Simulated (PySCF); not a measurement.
# Working with the constants of LiGe⁻

ROHF-CCSD(T) constants of LiGe⁻, triplet, unpaired electrons π ↑↑ (basis Li def2-SVPD, Ge def2-SVPD; no relativity; PySCF 2.14; masses 7.0160 and 73.9212 u):

| Quantity | Value |
| --- | --- |
| ωe | 303.4 cm⁻¹ |
| ωexe | 2.88 cm⁻¹ |
| Be | 0.38286 cm⁻¹ |
| αe | 0.00559 cm⁻¹ |
| D (centrifugal) | 2.44e-06 cm⁻¹ |

Question: Give the vibrational terms G(v) and spacings up to v = 6.

Answer: G(v) = ωe(v+½) − ωexe(v+½)².

```
v  G(v) (cm⁻¹)  G(v) − G(v−1)  Bv (cm⁻¹)
0        151.0                    0.3801
1        448.6          297.6     0.3745
2        740.5          291.9     0.3689
3       1026.6          286.1     0.3633
4       1307.0          280.4     0.3577
5       1581.6          274.6     0.3521
6       1850.4          268.8     0.3465
```

Correlated steps freeze 9 core orbitals. Spin–orbit coupling is left out. The CCSD T1 diagnostic is raised, a sign that a single reference may not be enough here. The state was picked by a PBE0 search and need not be the measured ground state.
